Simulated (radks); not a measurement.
All-electron atom: Sn II in [Kr] 4d10 5s2 5p1 (the NIST ground configuration). Calculated with a radial shooting solver on a logarithmic mesh with Libxc functionals: scalar-relativistic Kohn-Sham, PBE, spin-polarised, spherical densities, point nucleus; open shells are filled with parallel spins first (spin-orbit coupling, left out, can overturn this in heavy ions).

Normalised radial functions P(r) = r R(r), r in bohr:

r	4p up	4d down	5p down
0.004966	0.0166	0.0002	0.0046
0.006623	0.0273	0.0004	0.0075
0.008904	0.0451	0.0010	0.0124
0.01188	0.0724	0.0021	0.0199
0.01597	0.1150	0.0047	0.0317
0.0213	0.1744	0.0101	0.0480
0.0284	0.2525	0.0212	0.0695
0.03819	0.3444	0.0435	0.0947
0.05093	0.4217	0.0839	0.1158
0.06848	0.4405	0.1548	0.1206
0.09134	0.3373	0.2590	0.0915
0.1218	0.0724	0.3900	0.0179
0.1638	-0.3204	0.5114	-0.0903
0.2184	-0.6309	0.5366	-0.1730
0.2914	-0.6030	0.3771	-0.1574
0.3917	-0.0876	-0.0148	-0.0043
0.5225	0.6592	-0.5167	0.1987
0.7024	1.1759	-0.9279	0.2892
0.9369	1.1295	-1.0316	0.1467
1.25	0.7140	-0.8457	-0.1663
1.68	0.2952	-0.5256	-0.4866
2.241	0.0805	-0.2533	-0.6453
2.989	0.0129	-0.0896	-0.6003
4.018	0.0010	-0.0204	-0.4040
5.359	0.0000	-0.0028	-0.1925
7.205	0.0000	-0.0002	-0.0571
9.61	0.0000	0.0000	-0.0102

4p up: eigenvalue -97.678 eV, 2 radial nodes at r = 0.129, 0.406 bohr, <r> = 0.886 bohr, 90 % of the charge inside 1.30 bohr. 4d down: eigenvalue -33.715 eV, 1 radial node at r = 0.388 bohr, <r> = 1.09 bohr, 90 % of the charge inside 1.70 bohr. 5p down (empty): eigenvalue -9.796 eV, 3 radial nodes at r = 0.128, 0.394, 1.08 bohr, <r> = 2.90 bohr, 90 % of the charge inside 4.35 bohr.
